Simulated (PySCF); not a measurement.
Excitations are Tamm–Dancoff values on a coarser integration grid. The basis has no diffuse functions, so Rydberg states are missing or too high.

Cartesian coordinates (Å):
SMILES: C=[SiH]C=O
```xyz
8

C     -1.5628    -0.1815    -0.0518
Si    -0.0730     0.5647     0.2966
C      1.5719    -0.2779    -0.1875
O      1.6008    -1.3460    -0.7416
H     -1.6000    -1.1431    -0.5514
H     -2.5191     0.2590     0.2034
H      0.0586     1.8752     0.9749
H      2.5235     0.2495     0.0574
```
Charge 0, spin multiplicity 1.

Task: What is the computed dipole moment, S1 excitation (TDA) and HOMO–LUMO gap (ωB97X-D3(BJ)/def2-TZVP // PBE0-D3(BJ)/def2-TZVP in PySCF)?

Result: 
```
Property              Result
-------------------  -------
dipole moment         2.46 D
S1 excitation (TDA)  3.05 eV
HOMO–LUMO gap        8.60 eV
```
